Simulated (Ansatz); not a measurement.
Basis-set series for BrFH₂Sn, SMILES `[F][SnH2][Br]`. Total charge 0; spin multiplicity 1. Sn: def2 effective core potential. The structure was optimised at the PBE0-D4/def2-TZVP level.

Cartesian coordinates in Å:
```
F -1.479 -1.117 0.032
Sn 0.044 0.019 -0.196
Br 0.699 0.683 2.078
H 1.252 -0.961 -0.871
H -0.516 1.376 -1.043
```

| functional | basis | functions | energy (Eh) | HOMO (eV) | LUMO (eV) |
| --- | --- | --- | --- | --- | --- |
| PBE0-D4 | def2-TZVPP | 157 | -2889.22582 | -8.61 | -1.38 |
| PBE0-D4 | def2-QZVPP | 288 | -2889.28716 | -8.63 | -1.43 |
| ωB97M-V | def2-TZVPP | 157 | -2889.39073 | -10.82 | 0.51 |
| ωB97M-V | def2-QZVPP | 288 | -2889.44991 | -10.83 | 0.34 |

(1) Give the rows for def2-SVP. (Best estimate.)

Answers

(1) Ansatz gave: 
```
functional     basis  functions  energy (Eh)  HOMO (eV)  LUMO (eV)
   PBE0-D4  def2-SVP         82  -2888.76990      -8.48      -1.16
   ωB97M-V  def2-SVP         82  -2888.93233     -10.65       0.88
```

Positive LUMOs are unbound and depend on the basis. Scalar relativity is left out up to krypton.
